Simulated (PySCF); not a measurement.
## SrLi and its ions

r²SCAN; PySCF, spin-free X2C with a Gaussian nucleus, basis sets Sr x2c-SVPall, Li x2c-SVPall. Neutral (UKS): doublet (σ ↑), Re = 3.645 Å, ωe = 182 cm⁻¹, De = 0.44 eV, HOMO -2.85 eV, LUMO -1.84 eV.

SrLi⁺ (UKS): singlet (closed shell), Re = 3.461 Å, ωe = 228 cm⁻¹, De = 1.33 eV to Sr + Li⁺. The energies at the minima are -3186.40284 hartree for SrLi and -3186.24116 for SrLi⁺.

Problem. Work out the adiabatic ionisation energy, without and with harmonic zero-point energies (1 hartree = 27.2114 eV, 1 eV = 8065.5 cm⁻¹), and the change of the bond length.

Solution. At r²SCAN: 0.16168 hartree = 4.400 eV between the minima; the zero-point term (228.0 − 182.0)/2 cm⁻¹ = +0.003 eV makes it 4.402 eV. Re changes by -18.4 pm against the neutral. The electron leaves a σ orbital, and the shorter bond of the ion fits an antibonding orbital, or a change in how ionic the bond is.

Closed-shell solutions of metal pairs were not tested for spin polarisation, which can lower them a little. Weak bonds: SrLi. Basis-set superposition, not corrected here, can be much of De in a small basis, most of all at correlated wavefunction levels. For an ion De counts to the pair picked by the measured ionisation energies or electron affinities, which need not be the lowest pair at this level. States were picked by a PBE0 search and need not be the measured ground states.
